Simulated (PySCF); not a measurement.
Atom-mapped SMILES (the numbers label the heavy atoms): `[CH2:1]=[CH:2][C:3]1=[CH:4][C:5]([CH3:6])=[C:7]([SiH3:8])[P@@H:9]1=[O:10]`; H(Xn) means a hydrogen on atom n. Ha(C1) is cis to C3; Hb(C1) is trans to C3.

PySCF 2.14.0 with density-fitted response routines calculation with GIAO PBE0/pcSseg-1 shieldings and geometry from GFN2-xTB; rapidly exchanging positions averaged, single conformer, no solvent, non-relativistic Hamiltonian.

Chemical shifts δ = σref − σ; 13C vs TMS, all at this level.

Q: Do the 13C shifts follow the atomic charges (in e)? Tabulate both.

A: 
```json
{"atoms": "C5", "hybridisation": "sp2", "δ (ppm)": "169.2", "σ para (ppm)": "-245", "Hirshfeld": "+0.03", "IAO": "+0.07", "Mulliken": "-0.20", "ESP-fitted": "+0.47"}
{"atoms": "C3", "hybridisation": "sp2", "δ (ppm)": "156.7", "σ para (ppm)": "-243", "Hirshfeld": "-0.04", "IAO": "-0.24", "Mulliken": "-0.48", "ESP-fitted": "-0.10"}
{"atoms": "C4", "hybridisation": "sp2", "δ (ppm)": "143.0", "σ para (ppm)": "-211", "Hirshfeld": "-0.04", "IAO": "-0.16", "Mulliken": "+0.03", "ESP-fitted": "-0.38"}
{"atoms": "C2", "hybridisation": "sp2", "δ (ppm)": "137.7", "σ para (ppm)": "-200", "Hirshfeld": "-0.05", "IAO": "-0.14", "Mulliken": "-0.09", "ESP-fitted": "-0.12"}
{"atoms": "C1", "hybridisation": "sp2", "δ (ppm)": "135.2", "σ para (ppm)": "-205", "Hirshfeld": "-0.08", "IAO": "-0.29", "Mulliken": "-0.14", "ESP-fitted": "-0.38"}
{"atoms": "C7", "hybridisation": "sp2", "δ (ppm)": "127.2", "σ para (ppm)": "-211", "Hirshfeld": "-0.16", "IAO": "-0.58", "Mulliken": "-0.71", "ESP-fitted": "-0.57"}
{"atoms": "C6", "hybridisation": "sp3", "δ (ppm)": "22.7", "σ para (ppm)": "-83", "Hirshfeld": "-0.11", "IAO": "-0.43", "Mulliken": "-0.12", "ESP-fitted": "-0.58"}
```

Correlation coefficients of δ with charge over these carbons: Hirshfeld +0.56, IAO +0.57, Mulliken -0.16, ESP-fitted +0.63; with the paramagnetic shielding -0.99. Among the 6 sp2 carbons alone: Hirshfeld +0.87, IAO +0.79, Mulliken +0.18, ESP-fitted +0.91. With so few points, grouped by hybridisation, these coefficients are fragile. Charge is one influence among several: hybridisation and low-lying excitations act through the paramagnetic term.

Shifts are as computed. Against solution values, carbons near 30 ppm lie about +3 ppm off and those near 130 ppm about +5 ppm. Of 1211 compounds with measured shifts, 218 miss one by over three times the rms of a fit or turn the order of signals round; such compounds aren't used in these exercises.
